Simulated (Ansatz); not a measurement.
# Molecular dynamics of ClFGa

The input (input.yaml):

```yaml
crystal:
  periodic: [false, false, false]
  atoms:
    - { symbol: F, position_ang: [-1.416134, 0.291268, -0.752571] }
    - { symbol: Ga, position_ang: [0.06359, 0.656524, 0.111452] }
    - { symbol: Cl, position_ang: [1.341644, -1.012593, 0.627819] }
magnetization:
  spin_polarized: true
  initial_magnetization: 1
basis:
  gaussian: { orbitals: def2-SVP }
hamiltonian:
  xc: cam_b3lyp
  dispersion: d4
md:
  timestep: 1.0
  n_steps: 250
  ensemble: nvt_nose_hoover
  temperature: 1500.0
  initial_velocities: maxwell_boltzmann
  seed: 660540
  nose_hoover: { tau: 100.0, chain_length: 5 }
```

Run as:

```bash
$ ansatz run input.yaml --threads 2 --pin off --max-ram 3072MiB --backend cpu --events-out ev --progress --plain --runs-dir out
```

It starts from a relaxed structure.

Output, in part (one step line in 3, the closing report, with atoms numbered from 0):

```
md step     0: t =     0.00 fs  T =  1500.0 K  F+E_penalty+E_count = -67609.30918065 eV  E_kin = 0.193890 eV  conserved = -67609.11529065 eV  (32 SCF iters)
md step     3: t =     3.00 fs  T =  1437.7 K  F+E_penalty+E_count = -67609.30111469 eV  E_kin = 0.185834 eV  conserved = -67609.11528185 eV  (33 SCF iters)
md step     6: t =     6.00 fs  T =  1264.9 K  F+E_penalty+E_count = -67609.27871475 eV  E_kin = 0.163502 eV  conserved = -67609.11522969 eV  (32 SCF iters)
md step     9: t =     9.00 fs  T =  1040.2 K  F+E_penalty+E_count = -67609.24954106 eV  E_kin = 0.134454 eV  conserved = -67609.11515993 eV  (30 SCF iters)
md step    12: t =    12.00 fs  T =   838.7 K  F+E_penalty+E_count = -67609.22334448 eV  E_kin = 0.108415 eV  conserved = -67609.11511352 eV  (29 SCF iters)
md step    15: t =    15.00 fs  T =   711.0 K  F+E_penalty+E_count = -67609.20666590 eV  E_kin = 0.091909 eV  conserved = -67609.11511130 eV  (30 SCF iters)
md step    18: t =    18.00 fs  T =   661.7 K  F+E_penalty+E_count = -67609.20008000 eV  E_kin = 0.085530 eV  conserved = -67609.11513883 eV  (30 SCF iters)
md step    21: t =    21.00 fs  T =   663.0 K  F+E_penalty+E_count = -67609.19996759 eV  E_kin = 0.085703 eV  conserved = -67609.11516821 eV  (32 SCF iters)
md step    24: t =    24.00 fs  T =   683.2 K  F+E_penalty+E_count = -67609.20217479 eV  E_kin = 0.088304 eV  conserved = -67609.11518432 eV  (30 SCF iters)
md step    27: t =    27.00 fs  T =   702.8 K  F+E_penalty+E_count = -67609.20420064 eV  E_kin = 0.090841 eV  conserved = -67609.11518778 eV  (30 SCF iters)
md step    30: t =    30.00 fs  T =   716.0 K  F+E_penalty+E_count = -67609.20528333 eV  E_kin = 0.092546 eV  conserved = -67609.11518480 eV  (31 SCF iters)
md step    33: t =    33.00 fs  T =   723.9 K  F+E_penalty+E_count = -67609.20557772 eV  E_kin = 0.093566 eV  conserved = -67609.11518073 eV  (30 SCF iters)
md step    36: t =    36.00 fs  T =   728.5 K  F+E_penalty+E_count = -67609.20534589 eV  E_kin = 0.094160 eV  conserved = -67609.11517929 eV  (31 SCF iters)
md step    39: t =    39.00 fs  T =   727.7 K  F+E_penalty+E_count = -67609.20433194 eV  E_kin = 0.094062 eV  conserved = -67609.11518559 eV  (31 SCF iters)
md step    42: t =    42.00 fs  T =   712.1 K  F+E_penalty+E_count = -67609.20131393 eV  E_kin = 0.092043 eV  conserved = -67609.11519828 eV  (31 SCF iters)
md step    45: t =    45.00 fs  T =   664.6 K  F+E_penalty+E_count = -67609.19412727 eV  E_kin = 0.085910 eV  conserved = -67609.11521250 eV  (32 SCF iters)
md step    48: t =    48.00 fs  T =   567.9 K  F+E_penalty+E_count = -67609.18057787 eV  E_kin = 0.073410 eV  conserved = -67609.11521484 eV  (31 SCF iters)
md step    51: t =    51.00 fs  T =   419.0 K  F+E_penalty+E_count = -67609.16037539 eV  E_kin = 0.054159 eV  conserved = -67609.11518919 eV  (32 SCF iters)
md step    54: t =    54.00 fs  T =   245.5 K  F+E_penalty+E_count = -67609.13720445 eV  E_kin = 0.031729 eV  conserved = -67609.11513304 eV  (31 SCF iters)
md step    57: t =    57.00 fs  T =   107.0 K  F+E_penalty+E_count = -67609.11885514 eV  E_kin = 0.013831 eV  conserved = -67609.11507139 eV  (32 SCF iters)
md step    60: t =    60.00 fs  T =    69.2 K  F+E_penalty+E_count = -67609.11374691 eV  E_kin = 0.008949 eV  conserved = -67609.11504571 eV  (28 SCF iters)
md step    63: t =    63.00 fs  T =   162.0 K  F+E_penalty+E_count = -67609.12546743 eV  E_kin = 0.020942 eV  conserved = -67609.11507620 eV  (30 SCF iters)
md step    66: t =    66.00 fs  T =   358.1 K  F+E_penalty+E_count = -67609.15009018 eV  E_kin = 0.046293 eV  conserved = -67609.11513922 eV  (36 SCF iters)
md step    69: t =    69.00 fs  T =   593.9 K  F+E_penalty+E_count = -67609.17902821 eV  E_kin = 0.076769 eV  conserved = -67609.11519234 eV  (32 SCF iters)
md step    72: t =    72.00 fs  T =   810.8 K  F+E_penalty+E_count = -67609.20457957 eV  E_kin = 0.104807 eV  conserved = -67609.11521196 eV  (33 SCF iters)
md step    75: t =    75.00 fs  T =   982.1 K  F+E_penalty+E_count = -67609.22333799 eV  E_kin = 0.126940 eV  conserved = -67609.11520327 eV  (35 SCF iters)
md step    78: t =    78.00 fs  T =  1110.9 K  F+E_penalty+E_count = -67609.23587352 eV  E_kin = 0.143593 eV  conserved = -67609.11518472 eV  (31 SCF iters)
md step    81: t =    81.00 fs  T =  1213.6 K  F+E_penalty+E_count = -67609.24441004 eV  E_kin = 0.156869 eV  conserved = -67609.11517145 eV  (32 SCF iters)
md step    84: t =    84.00 fs  T =  1303.0 K  F+E_penalty+E_count = -67609.25066539 eV  E_kin = 0.168422 eV  conserved = -67609.11516952 eV  (32 SCF iters)
md step    87: t =    87.00 fs  T =  1380.5 K  F+E_penalty+E_count = -67609.25485922 eV  E_kin = 0.178442 eV  conserved = -67609.11517716 eV  (35 SCF iters)
md step    90: t =    90.00 fs  T =  1436.6 K  F+E_penalty+E_count = -67609.25581219 eV  E_kin = 0.185698 eV  conserved = -67609.11518864 eV  (35 SCF iters)
md step    93: t =    93.00 fs  T =  1456.1 K  F+E_penalty+E_count = -67609.25166515 eV  E_kin = 0.188221 eV  conserved = -67609.11519592 eV  (35 SCF iters)
md step    96: t =    96.00 fs  T =  1426.1 K  F+E_penalty+E_count = -67609.24092897 eV  E_kin = 0.184339 eV  conserved = -67609.11519063 eV  (32 SCF iters)
md step    99: t =    99.00 fs  T =  1346.7 K  F+E_penalty+E_count = -67609.22385415 eV  E_kin = 0.174081 eV  conserved = -67609.11516184 eV  (32 SCF iters)
md step   102: t =   102.00 fs  T =  1244.5 K  F+E_penalty+E_count = -67609.20403264 eV  E_kin = 0.160858 eV  conserved = -67609.11510431 eV  (32 SCF iters)
md step   105: t =   105.00 fs  T =  1177.8 K  F+E_penalty+E_count = -67609.18902820 eV  E_kin = 0.152236 eV  conserved = -67609.11503711 eV  (32 SCF iters)
md step   108: t =   108.00 fs  T =  1217.4 K  F+E_penalty+E_count = -67609.18766253 eV  E_kin = 0.157367 eV  conserved = -67609.11500793 eV  (29 SCF iters)
md step   111: t =   111.00 fs  T =  1397.5 K  F+E_penalty+E_count = -67609.20365106 eV  E_kin = 0.180647 eV  conserved = -67609.11505418 eV  (32 SCF iters)
md step   114: t =   114.00 fs  T =  1674.3 K  F+E_penalty+E_count = -67609.23056227 eV  E_kin = 0.216414 eV  conserved = -67609.11515429 eV  (32 SCF iters)
md step   117: t =   117.00 fs  T =  1940.6 K  F+E_penalty+E_count = -67609.25420071 eV  E_kin = 0.250844 eV  conserved = -67609.11524070 eV  (32 SCF iters)
md step   120: t =   120.00 fs  T =  2090.1 K  F+E_penalty+E_count = -67609.26113443 eV  E_kin = 0.270164 eV  conserved = -67609.11526340 eV  (32 SCF iters)
md step   123: t =   123.00 fs  T =  2072.3 K  F+E_penalty+E_count = -67609.24575358 eV  E_kin = 0.267865 eV  conserved = -67609.11522178 eV  (32 SCF iters)
md step   126: t =   126.00 fs  T =  1904.0 K  F+E_penalty+E_count = -67609.21125556 eV  E_kin = 0.246109 eV  conserved = -67609.11514549 eV  (32 SCF iters)
md step   129: t =   129.00 fs  T =  1645.2 K  F+E_penalty+E_count = -67609.16619544 eV  E_kin = 0.212661 eV  conserved = -67609.11506753 eV  (34 SCF iters)
md step   132: t =   132.00 fs  T =  1367.4 K  F+E_penalty+E_count = -67609.12018281 eV  E_kin = 0.176753 eV  conserved = -67609.11500949 eV  (31 SCF iters)
md step   135: t =   135.00 fs  T =  1129.2 K  F+E_penalty+E_count = -67609.08076223 eV  E_kin = 0.145963 eV  conserved = -67609.11498063 eV  (31 SCF iters)
md step   138: t =   138.00 fs  T =   962.8 K  F+E_penalty+E_count = -67609.05176386 eV  E_kin = 0.124455 eV  conserved = -67609.11498290 eV  (32 SCF iters)
md step   141: t =   141.00 fs  T =   868.6 K  F+E_penalty+E_count = -67609.03275959 eV  E_kin = 0.112279 eV  conserved = -67609.11501237 eV  (32 SCF iters)
md step   144: t =   144.00 fs  T =   816.9 K  F+E_penalty+E_count = -67609.01948782 eV  E_kin = 0.105587 eV  conserved = -67609.11505655 eV  (32 SCF iters)
md step   147: t =   147.00 fs  T =   759.4 K  F+E_penalty+E_count = -67609.00558620 eV  E_kin = 0.098163 eV  conserved = -67609.11509003 eV  (35 SCF iters)
md step   150: t =   150.00 fs  T =   655.8 K  F+E_penalty+E_count = -67608.98605767 eV  E_kin = 0.084775 eV  conserved = -67609.11508035 eV  (35 SCF iters)
md step   153: t =   153.00 fs  T =   509.5 K  F+E_penalty+E_count = -67608.96180434 eV  E_kin = 0.065854 eV  conserved = -67609.11500955 eV  (33 SCF iters)
md step   156: t =   156.00 fs  T =   389.6 K  F+E_penalty+E_count = -67608.94203197 eV  E_kin = 0.050364 eV  conserved = -67609.11491021 eV  (31 SCF iters)
md step   159: t =   159.00 fs  T =   403.4 K  F+E_penalty+E_count = -67608.93998239 eV  E_kin = 0.052141 eV  conserved = -67609.11486263 eV  (32 SCF iters)
md step   162: t =   162.00 fs  T =   616.1 K  F+E_penalty+E_count = -67608.96243772 eV  E_kin = 0.079634 eV  conserved = -67609.11492097 eV  (32 SCF iters)
md step   165: t =   165.00 fs  T =   988.0 K  F+E_penalty+E_count = -67609.00216343 eV  E_kin = 0.127704 eV  conserved = -67609.11504628 eV  (35 SCF iters)
md step   168: t =   168.00 fs  T =  1394.4 K  F+E_penalty+E_count = -67609.04173180 eV  E_kin = 0.180239 eV  conserved = -67609.11514979 eV  (33 SCF iters)
md step   171: t =   171.00 fs  T =  1705.6 K  F+E_penalty+E_count = -67609.06459969 eV  E_kin = 0.220460 eV  conserved = -67609.11518129 eV  (33 SCF iters)
md step   174: t =   174.00 fs  T =  1846.6 K  F+E_penalty+E_count = -67609.06268242 eV  E_kin = 0.238698 eV  conserved = -67609.11515010 eV  (33 SCF iters)
md step   177: t =   177.00 fs  T =  1806.1 K  F+E_penalty+E_count = -67609.03662854 eV  E_kin = 0.233455 eV  conserved = -67609.11508621 eV  (32 SCF iters)
md step   180: t =   180.00 fs  T =  1617.9 K  F+E_penalty+E_count = -67608.99281908 eV  E_kin = 0.209133 eV  conserved = -67609.11500402 eV  (32 SCF iters)
md step   183: t =   183.00 fs  T =  1349.5 K  F+E_penalty+E_count = -67608.94130551 eV  E_kin = 0.174432 eV  conserved = -67609.11490739 eV  (32 SCF iters)
md step   186: t =   186.00 fs  T =  1097.4 K  F+E_penalty+E_count = -67608.89498721 eV  E_kin = 0.141856 eV  conserved = -67609.11480615 eV  (34 SCF iters)
md step   189: t =   189.00 fs  T =   975.0 K  F+E_penalty+E_count = -67608.86771453 eV  E_kin = 0.126031 eV  conserved = -67609.11473813 eV  (32 SCF iters)
md step   192: t =   192.00 fs  T =  1068.3 K  F+E_penalty+E_count = -67608.86874199 eV  E_kin = 0.138090 eV  conserved = -67609.11476356 eV  (33 SCF iters)
md step   195: t =   195.00 fs  T =  1368.2 K  F+E_penalty+E_count = -67608.89459599 eV  E_kin = 0.176851 eV  conserved = -67609.11490341 eV  (32 SCF iters)
md step   198: t =   198.00 fs  T =  1740.2 K  F+E_penalty+E_count = -67608.92647317 eV  E_kin = 0.224941 eV  conserved = -67609.11505608 eV  (31 SCF iters)
md step   201: t =   201.00 fs  T =  2024.2 K  F+E_penalty+E_count = -67608.94399005 eV  E_kin = 0.261645 eV  conserved = -67609.11500937 eV  (31 SCF iters)
md step   204: t =   204.00 fs  T =  2250.6 K  F+E_penalty+E_count = -67608.95241653 eV  E_kin = 0.290916 eV  conserved = -67609.11469792 eV  (31 SCF iters)
md step   207: t =   207.00 fs  T =  2709.6 K  F+E_penalty+E_count = -67608.98934906 eV  E_kin = 0.350241 eV  conserved = -67609.11448128 eV  (32 SCF iters)
md step   210: t =   210.00 fs  T =  3609.2 K  F+E_penalty+E_count = -67609.07967999 eV  E_kin = 0.466522 eV  conserved = -67609.11473602 eV  (32 SCF iters)
md step   213: t =   213.00 fs  T =  4694.7 K  F+E_penalty+E_count = -67609.18901212 eV  E_kin = 0.606840 eV  conserved = -67609.11520647 eV  (31 SCF iters)
md step   216: t =   216.00 fs  T =  5436.1 K  F+E_penalty+E_count = -67609.25120346 eV  E_kin = 0.702666 eV  conserved = -67609.11539649 eV  (32 SCF iters)
md step   219: t =   219.00 fs  T =  5516.4 K  F+E_penalty+E_count = -67609.23042676 eV  E_kin = 0.713055 eV  conserved = -67609.11523173 eV  (33 SCF iters)
md step   222: t =   222.00 fs  T =  4995.0 K  F+E_penalty+E_count = -67609.13821718 eV  E_kin = 0.645659 eV  conserved = -67609.11492058 eV  (35 SCF iters)
md step   225: t =   225.00 fs  T =  4145.0 K  F+E_penalty+E_count = -67609.01073686 eV  E_kin = 0.535783 eV  conserved = -67609.11463587 eV  (35 SCF iters)
md step   228: t =   228.00 fs  T =  3263.8 K  F+E_penalty+E_count = -67608.88516768 eV  E_kin = 0.421878 eV  conserved = -67609.11443787 eV  (36 SCF iters)
md step   231: t =   231.00 fs  T =  2580.2 K  F+E_penalty+E_count = -67608.78916660 eV  E_kin = 0.333520 eV  conserved = -67609.11432449 eV  (35 SCF iters)
md step   234: t =   234.00 fs  T =  2235.1 K  F+E_penalty+E_count = -67608.73921674 eV  E_kin = 0.288903 eV  conserved = -67609.11428343 eV  (36 SCF iters)
md step   237: t =   237.00 fs  T =  2285.8 K  F+E_penalty+E_count = -67608.74150447 eV  E_kin = 0.295467 eV  conserved = -67609.11431402 eV  (35 SCF iters)
md step   240: t =   240.00 fs  T =  2704.5 K  F+E_penalty+E_count = -67608.79166070 eV  E_kin = 0.349589 eV  conserved = -67609.11443472 eV  (36 SCF iters)
md step   243: t =   243.00 fs  T =  3358.9 K  F+E_penalty+E_count = -67608.87243312 eV  E_kin = 0.434169 eV  conserved = -67609.11467322 eV  (36 SCF iters)
md step   246: t =   246.00 fs  T =  3991.7 K  F+E_penalty+E_count = -67608.95104011 eV  E_kin = 0.515966 eV  conserved = -67609.11501976 eV  (35 SCF iters)
md step   249: t =   249.00 fs  T =  4255.0 K  F+E_penalty+E_count = -67608.98320988 eV  E_kin = 0.550007 eV  conserved = -67609.11532220 eV  (34 SCF iters)
md step   250: t =   250.00 fs  T =  4208.1 K  F+E_penalty+E_count = -67608.97686559 eV  E_kin = 0.543944 eV  conserved = -67609.11535503 eV  (38 SCF iters)
Total energy: -67608.97695899 eV, -2484.5840762324 hartree
Atom 0 at    -1.322751     0.123763    -0.720118 Å, force    -0.818402     0.030743    -0.450909 eV/Å
Atom 1 at     0.036211     0.774307     0.109892 Å, force     1.601721    -1.623304     0.701411 eV/Å
Atom 2 at     1.345448    -1.154479     0.613495 Å, force    -0.783319     1.592561    -0.250502 eV/Å
Dipole moment:     0.030765     0.649082     0.092275 e Å
```

All steps were run. The conserved energy stayed within 0.34 meV per atom of its start (net change -0.021 meV per atom), so the integration is sound. The mean temperature of the second half is 41 % above the set value. A run of 0.25 ps of so small a system gives no equilibrium averages.

The same pairs are bonded in the first frame and the last. Pairs count as bonded within 1.25 times the sum of covalent radii (0.12 Å more for H–H).

Last frame:

```xyz
3
Properties=species:S:1:pos:R:3
F -1.323 0.124 -0.720
Ga 0.036 0.774 0.110
Cl 1.345 -1.155 0.614
```

Run time: 13 min on 2 threads of Arm Neoverse N1, with other jobs on the host, peak memory 0.18 GiB.
